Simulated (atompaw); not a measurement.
**What one change does to a pseudopotential (Zr (Z = 40), PAW (atompaw))**

zirconium (Zr), PAW, made with atompaw 4.2.0.5 (PBE, non-relativistic). Core [Kr], reference 4d2 5s1.5 5p0 (charge +0.5). Waves: 5s (bound): rc 3.00 bohr; 5s channel at 1.7 Ry: rc 3.00 bohr; 5p (bound, empty): rc 3.00 bohr; 5p channel at 1.2 Ry: rc 3.00 bohr; 4d (bound): rc 2.60 bohr; 4d channel at 1.45 Ry: rc 3.00 bohr; 4f channel at 0.1 Ry: rc 3.00 bohr. Local part: troulliermartins scheme with l = 4 at -0.5 Ry, radius 2.70 bohr. Core correction: smooth core density matched at 2.00 bohr. Augmentation charge: besselshape compensation charge, radius 2.95 bohr; PAW radius 3.00 bohr; waves and projectors: custom rrkj gramschmidtortho.

Change: augmentation besselshape compensation charge, radius 2.95 bohr; PAW radius 3.00 bohr; waves and projectors: custom polynom2 7 10 vanderbiltortho.

Cutoffs: the cutoffs (Ry, on a coarse ladder) from which the occupation-weighted sum of valence levels, in a spherical-Bessel basis at the reference potential, stays within 10 and 1 mRy of its value at 400 Ry; they do not see the model core or the augmentation charge, which bear on the density cutoff.

Question: What does the change do?

Answer: The potential gets harder (12 Ry and 18 Ry → 18 Ry and 45 Ry); the bound ghost in p disappears; the range in which the s phases agree narrows (upper end 3.7 → 0.9); the range in which the d phases agree narrows (upper end 4.4 → 3.2).

| quantity | base | changed |
| --- | --- | --- |
| cutoff, loose | 12 Ry | 18 Ry |
| cutoff, tight | 18 Ry | 45 Ry |
| loose cutoff by channel (10 mRy a level) | s 6 Ry, d 12 Ry | s 6 Ry, d 15 Ry |
| bound ghosts | p | none |
| s: phases at 3.02 bohr within 0.05 rad from the reference energy up to (Ry; the scan ends near 5) | 3.7 | 0.9 |
| p: phases at 3.02 bohr within 0.05 rad from the reference energy up to (Ry; the scan ends near 5) | 4.3 | 3.8 |
| d: phases at 3.02 bohr within 0.05 rad from the reference energy up to (Ry; the scan ends near 5) | 4.4 | 3.2 |
| f: phases at 3.02 bohr within 0.05 rad from the reference energy up to (Ry; the scan ends near 5) | 0.9 | 0.3 |
| lowest overlap eigenvalue by channel | s 0.71, p 0.63, d 0.75, f 1.00 | s 0.57, p 0.91, d 0.76, f 1.00 |

 A true bound ghost makes a file unfit for plane-wave use even where its test errors are small: the radial tests pick states by their node count and pass the ghost by. The cutoffs see the waves, projectors and local potential, not the compensation charge or the core.
